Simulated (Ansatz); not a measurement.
`C#[C][GaH][SH]` + H–F → `[F][GaH][SH]` + acetylene at 500 K and 1 bar (ligand exchange at a Ga–C bond).

Computed with Ansatz on PBE0-D4/def2-TZVP structures; ΔE is electronic, products minus reactants. CCSD(T)/CBS is the MP2 limit (def2-TZVPP, def2-QZVPP) plus CCSD(T) − MP2 in def2-TZVPP, frozen cores. This one scheme is used for every species. For Ga outer-core shells are correlated without core-valence functions, which leaves a few kJ/mol of doubt a bond. Scalar relativity is left out up to krypton. Each species was taken in one conformer, which may not be the lowest.

| species | CCSD(T)/CBS energy (Eh) | H − E (kJ/mol) | S (J/(mol·K)) |
| --- | --- | --- | --- |
| `C#[C][GaH][SH]` | -2399.59828 | 132.1 | 387.1 |
| H–F | -100.39570 | 39.4 | 188.7 |
| `[F][GaH][SH]` | -2422.78377 | 79.2 | 343.7 |
| `C#C` | -77.22717 | 90.7 | 225.3 |

H − E and S are ideal-gas, rigid-rotor, harmonic terms from PBE0-D4/def2-TZVP, for one conformer and one mirror image of each species. 1 Eh = 2625.50 kJ/mol, R = 8.31446 J/(mol·K).

By hand: ΔE, ΔH, ΔS and ΔG.

ΔE = (-2422.78377) + (-77.22717) − (-2399.59828) − (-100.39570) = -0.01696 Eh = -44.5 kJ/mol. Δ(H − E) = 79.2 + 90.7 − 132.1 − 39.4 = -1.6, so ΔH = -46.1 kJ/mol. ΔS = 343.7 + 225.3 − 387.1 − 188.7 = -6.8 J/(mol·K). ΔG = -46.1 − 500 × (-6.8)/1000 = -42.7 kJ/mol.

By hand: the equilibrium constant, and the temperature at which ΔG would vanish if ΔH and ΔS stayed fixed.

log₁₀ K = −ΔG/(RT ln 10) = 4.5. ΔG = 0 at ΔH/ΔS = 6779 K, far beyond where these terms or the molecules hold.

The number of gas molecules stays the same, so ΔS is small and ΔH decides. A doubt of 5 kJ/mol in ΔE shifts log₁₀ K by 0.5 here. Other conformers and mirror images would add mixing entropy, several J/(mol·K) or more a flexible species. These are equilibria of isolated gas molecules and say nothing of rates. Largest T1 diagnostic: 0.014 (customary marks: 0.02 for closed shells, 0.045 for open ones).
